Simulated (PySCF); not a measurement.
C4H3O4S (charge -1).
Numbering: `[O:1]=[S:2](=[O:3])([O-:4])[c:5]1[cH:6][cH:7][o:8][cH:9]1` (hydrogens: H10 on C6; H11 on C7; H12 on C9)

Geometry (GFN2-xTB, Å), atoms numbered from 1 in this order:
```xyz
12
C4H3O4S angstrom
O      2.3708    0.8727    1.1157
S      1.9612   -0.1009    0.1083
O      2.2133   -1.4912    0.4725
O      2.3521    0.2431   -1.2568
C      0.1587    0.0502    0.0653
C     -0.7869   -0.9090   -0.3756
C     -2.0052   -0.3144   -0.2818
O     -1.8868    0.9489    0.1833
C     -0.5603    1.1513    0.3867
H     -0.5617   -1.9019   -0.7050
H     -2.9993   -0.6553   -0.5021
H     -0.2547    2.1058    0.7633
```

The closed-shell ground state was solved at several levels (PySCF, density fitting, gas phase, non-relativistic). No diffuse functions stand in pcSseg-1, which bears on an anion's orbital energies.

| level | basis functions | total energy (Eh) | HOMO (eV) | LUMO (eV) | gap (eV) |
| --- | --- | --- | --- | --- | --- |
| CAM-B3LYP/def2-SVPD | 223 | -852.7112 | -4.08 | 4.18 | 8.26 |
| PBE0/pcSseg-1 | 175 | -852.6106 | -2.19 | 3.69 | 5.88 |

Task: What might PBE0/def2-SVPD (223 basis functions) give for the same quantities?

Result: Total energy -852.2519 Eh, HOMO -2.61 eV, LUMO 3.42 eV, gap 6.03 eV.

Task: Over all these levels, which gives the widest orbital gap and which the narrowest?

Result: CAM-B3LYP/def2-SVPD (range-separated hybrid) has the widest, 8.26 eV, and PBE0/pcSseg-1 (global hybrid, 25 % exact exchange) the narrowest, 5.88 eV. Functional and basis both differ between the two, so the spread mixes both effects.
